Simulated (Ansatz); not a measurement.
AlnHm (charge -1): B3LYP-D4/6-31G single points in Ansatz on relaxed structures, gas phase. Each cluster is the lowest isomer that a short search found in that spin, judged at the geometry's level, and lower ones may exist. HOMO and LUMO are taken over both spins. Levels of anions in sets without diffuse functions are rough. The structures are stationary points that may keep the symmetry of their start. Remarks come from the PBE and PBE0 runs and from stability tests at other levels; not every state was tested. A HOMO above zero means that the electron is unbound at that level and held by the basis, or that self-interaction error raises the level; the energy of removing that electron tells which.

```csv
species,atoms,state,geometry,HOMO (eV),LUMO (eV),gap (eV),point group (within 0.1 Å),remarks
Al3H4⁻,7,singlet,r2SCAN-D4/def2-TZVPD,-0.13,1.58,1.71,C2v,"HOMO above zero at PBE or PBE0, restricted SCF unstable in HF"
Al4H4⁻,8,doublet,PBE-D4/def2-SVPD,-0.51,1.14,1.65,Cs,–
```

Question: Estimate the rows for Al4H7⁻ (singlet, PBE0-D4/def2-SVPD geometry).

Answer: 
```
species  atoms    state           geometry  HOMO (eV)  LUMO (eV)  gap (eV)  point group (within 0.1 Å)
 Al4H7⁻     11  singlet  PBE0-D4/def2-SVPD      -1.87       0.70      2.56                           –
```

The gap (eV) runs from 1.65 (Al4H4⁻) to 2.56 (Al4H7⁻).
